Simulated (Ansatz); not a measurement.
Ansatz results at the PBE0-D4/def2-TZVP geometry: HOMO–LUMO gap (B3LYP/def2-TZVPP) 5.99 eV; HOMO–LUMO gap (ωB97M-V/def2-TZVPP) 10.93 eV; LUMO energy (PBE0/def2-TZVPP) -3.19 eV.

Question: Which molecule gave them?
A. `[Cl][Sn]([Cl])([Cl])[Cl]`
B. `[F][Sn]([SH])([SH])[SH]`
C. `[CH3][SnH]([OH])[Br]`
D. `C[CH2][SnH3]`

Answer: A. The others give `C[CH2][SnH3]`: 7.71, 11.60, 0.34; `[F][Sn]([SH])([SH])[SH]`: 5.21, 9.88, -2.19; `[CH3][SnH]([OH])[Br]`: 6.75, 11.40, -0.78.

B3LYP here is the variant with VWN-RPA as its local correlation; programs differ in this.
